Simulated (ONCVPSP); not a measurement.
rhenium: one change to an ONCV potential, before and after

Re, optimised norm-conserving Vanderbilt (ONCV), made with ONCVPSP 4.0.1 (PW91, scalar-relativistic). Core [Xe] 4f14, reference 5d5 6s1.75 (charge +0.25). Waves: 6s: rc 2.65 bohr, ncon 4, nbas 7, qcut 2.1 1/bohr, 2 projectors, debl 3.9 Ha; p scattering state at 0.11 Ha: rc 2.90 bohr, ncon 4, nbas 8, qcut 2.3 1/bohr, 1 projector; 5d: rc 2.20 bohr, ncon 4, nbas 9, qcut 7.2 1/bohr, local. Local part: the d channel. Core correction: none.

In the p channel the program set the typed energies aside and used 0.050 Ha.

Change: s: rc 3.6.

Cutoffs: the cutoffs (Ha) at which the residual kinetic energy of the hardest occupied pseudo-wave falls to 1 and 0.1 mHa per electron; they do not see the model core or the augmentation charge, which bear on the density cutoff. Errors are all-electron minus pseudo energies relative to the spin-unpolarised reference configuration.

Task: How do hardness, ghosts and transferability respond?

Result: The potential gets neither clearly harder nor softer (16 Ha and 19 Ha → 16 Ha and 19 Ha); the bound ghosts move from p to p, s; the lowest positive-energy flag moves from s at 29.1 eV to none; the number of tests with a reliable result goes from 4 to 3; of the 3 tests that both files solve, the error grows in 3 and shrinks in 0 by more than 15 % and 0.3 meV (median size 32.9 → 152.7 meV). More of the atom is replaced by a form fitted at one configuration, so other configurations suffer.

| quantity | base | changed |
| --- | --- | --- |
| cutoff, loose | 16 Ha | 16 Ha |
| cutoff, tight | 19 Ha | 19 Ha |
| loose cutoff by channel | s 11 Ha, d 16 Ha | s 2.5 Ha, d 16 Ha |
| bound ghosts | p | s, p |
| GHOST(+) flags under 300 eV | s at 29.1 eV | none |
| tests with a reliable result | 4 of 4 | 3 of 4 |
| error for 5d5 6s1, meV [ΔE 7.61 eV] | +0.5 | -153 |
| error for 5d5 6s0, meV [ΔE 24.01 eV] | +33 | -44 |
| error for 5d3 6s0, meV [ΔE 90.66 eV] | +53 | -547 |
| p: phases at 2.95 bohr within 0.05 rad from the reference energy up to (Ha; the scan ends near 5) | 1.9 | 1.9 |
| d: phases at 2.24 bohr within 0.05 rad from the reference energy up to (Ha; the scan ends near 5) | 1.7 | 1.7 |

 A true bound ghost makes a file unfit for plane-wave use even where its test errors are small: the radial tests pick states by their node count and pass the ghost by.
